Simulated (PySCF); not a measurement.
# Dipole moment and polarisability of `C=CN1CCCN1`

Species: C5H10N2.
Structure used (PBE0-D3(BJ)/def2-SVP), in Å, numbered top down from 1:
```
atom  x, y, z in Å
C1     2.7882    0.0280    0.0776
C2     1.6886   -0.7238    0.2503
N3     0.4088   -0.2740    0.4501
C4    -0.7668   -1.0639    0.1028
C5    -1.9268   -0.0761    0.3181
C6    -1.2126    1.1901    0.8301
N7     0.1462    1.0921    0.3315
H8     3.7603   -0.4554   -0.0229
H9     2.7378    1.1179    0.0863
H10    1.7541   -1.8172    0.2538
H11   -0.7377   -1.4201   -0.9466
H12   -0.8279   -1.9515    0.7523
H13   -2.4410    0.1242   -0.6339
H14   -2.6801   -0.4502    1.0260
H15   -1.1807    1.1975    1.9312
H16   -1.6791    2.1270    0.4945
H17    0.1633    1.3495   -0.6660
```

Level: wB97X-D/def2-SVPD (PySCF), static field, nuclei fixed, core orbitals frozen in the response. The polarisability tensor in these axes (au):

```
x   100.84   2.10  -2.63
y     2.10  74.39   0.48
z    -2.63   0.48  62.24
```

Task: Diagonalise the tensor; give its mean and Δα, where Δα² is half the sum of the squared differences of the eigenvalues.

Result: Principal values 62.03, 74.26 and 101.18 au; mean 79.16 au = 11.73 Å³ = 13.05 × 10⁻⁴⁰ C²·m²/J; Δα = 34.69 au (44 % of the mean).

Task: What is the dipole moment, and where does it point?

Result: (-2.68, -0.60, -0.82) D, 2.87 D in size, pointing from the negative to the positive side. Measured along this direction, the outermost atoms are H8 at the negative end and H13 at the positive end.

Task: In TDDFT the mean static polarisability is Σ f/ω² over all singlet excitations (ω in hartree). How much of it do the 10 lowest give? Their energies (eV) and oscillator strengths: 5.37, 0.1026; 5.94, 0.2815; 6.40, 0.0263; 6.58, 0.0289; 6.97, 0.0369; 7.09, 0.0161; 7.28, 0.0076; 7.45, 0.0014; 7.75, 0.0072; 7.88, 0.0664.

Result: They add up to 11.32 au, 14.3 % of the 79.16 au; the largest single term is 5.91 au, from the state at 5.94 eV. Terms in order: 2.64, 5.91, 0.48, 0.49, 0.56, 0.24, 0.11, 0.02, 0.09, 0.79 au. Higher excitations give the rest. The strengths listed sum to 0.575.

Task: Refractivity n − 1 of an ideal gas of it at 273.15 K and 1 atm, from the electronic α?

Result: N = p/kT = 2.6868 × 10¹⁹ cm⁻³, so n − 1 = 2π × N × 11.73 × 10⁻²⁴ cm³ = 1980 × 10⁻⁶ at long wavelengths.

Task: What depolarisation ratio follows for Rayleigh scattering of linearly polarised light, taking the static tensor?

Result: ρ = 3Δα²/(45ᾱ² + 4Δα²) = 3610.7/(281978 + 4814.2) = 0.0126.

Task: Give the eigenvalues of the traceless quadrupole moment Θ = ½Σq(3rr − r²1), origin at the centre of nuclear charge.

Result: -4.00, -0.72, 4.72 D·Å. The values depend on the origin, since the dipole doesn't vanish. The electronic extent ⟨r²⟩ about the same centre is 803 bohr², a root-mean-square distance of 2.04 Å for the 54 electrons.

Task: Along which axes do the principal values lie, and how far do the nuclei extend along each?

Result: Largest value along (0.99, 0.08, -0.07), where the nuclei span 6.48 Å; middle along (-0.07, 1.00, 0.06), 4.19 Å; least along (0.07, -0.05, 1.00), 2.70 Å. The response follows the extents in order.

Isolated species at its PBE0-D3(BJ)/def2-SVP geometry (one conformer only).
